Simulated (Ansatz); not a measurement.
One change: `[SH][Ge]([SH])([Cl])[Cl]` becomes `[SH][Sn]([SH])([Cl])[Cl]`.

Ansatz, PBE0-D4/def2-TZVP geometries, multiplicity 1. Each molecule was computed in one conformer, which needn't be the lowest.

Elements past krypton have def2 core potentials. Scalar relativity is left out up to krypton.

| property | `[SH][Ge]([SH])([Cl])[Cl]` |
| --- | --- |
| ideal-gas entropy at 298 K and 1 bar (rigid rotor, harmonic PBE0-D4/def2-TZVP) / J/(mol·K) | 392 |
| HOMO energy (ωB97M-V/def2-TZVPP) / eV | -10.38 |
| HOMO–LUMO gap (PBE0/def2-TZVPP) / eV | 6.37 |
| LUMO energy (PBE0/def2-TZVPP) / eV | -1.81 |
| HOMO–LUMO gap (ωB97M-V/def2-TZVPP) / eV | 10.60 |
| zero-point energy (PBE0-D4/def2-TZVP) / kJ/mol | 57.7 |

(1) What does the change do to each property? (Best estimate.)

## Answers

(1) The calculation gave: 
| property | `[SH][Sn]([SH])([Cl])[Cl]` | shift |
| --- | --- | --- |
| ideal-gas entropy at 298 K and 1 bar (rigid rotor, harmonic PBE0-D4/def2-TZVP) / J/(mol·K) | 415 | 23 |
| HOMO energy (ωB97M-V/def2-TZVPP) / eV | -10.45 | -0.07 |
| HOMO–LUMO gap (PBE0/def2-TZVPP) / eV | 5.69 | -0.68 |
| LUMO energy (PBE0/def2-TZVPP) / eV | -2.57 | -0.76 |
| HOMO–LUMO gap (ωB97M-V/def2-TZVPP) / eV | 9.87 | -0.73 |
| zero-point energy (PBE0-D4/def2-TZVP) / kJ/mol | 54.7 | -3.0 |

With PBE0 the HOMO falls by 0.08 eV and the LUMO falls by 0.76 eV, so the gap narrows by about 0.68 eV. PBE moves the HOMO by -0.10 eV and ωB97M-V by -0.07 eV.
